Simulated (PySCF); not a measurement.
**Polarisability and C₆ of Cd²⁺ (cadmium, charge +2)**

[Kr] 4d10, closed-shell 1S. Calculation: PySCF 2.14, in aug-cc-pVDZ-PP with ECP28MDF (5s5p4d2f, 54 functions); a scalar-relativistic core potential. Coupled (time-dependent) response in atomic units; α is the mean over directions. A double-zeta set is small for polarisabilities.

| method | mean α (bohr³) | C₆ (like pair) | S(−4) |
| --- | --- | --- | --- |
| UHF | 4.464 | 21.73 | 4.024 |
| PBE | 5.096 | 25.05 | 6.426 |
| PBE0 | 4.885 | 23.99 | 5.486 |
| MN15 | 5.008 | 24.47 | 5.771 |
| revPBE | 5.097 | 25.07 | 6.427 |

S(−4) is the Cauchy moment in α(ω) = α(0) + S(−4) ω² + …

α(iu) at UHF:

```
u (hartree)  α(iu) (bohr³)
          0          4.464
     0.0500          4.454
      0.100          4.425
      0.200          4.314
      0.300          4.151
      0.500          3.756
      0.750          3.268
       1.00          2.847
       1.50          2.185
       2.00          1.697
       3.00          1.067
       5.00         0.5047
```

For an ion, C₆ is the dispersion term alone; charge-induced terms of lower order in 1/R come first.

Energies and moments cover only the electrons outside the core potential.
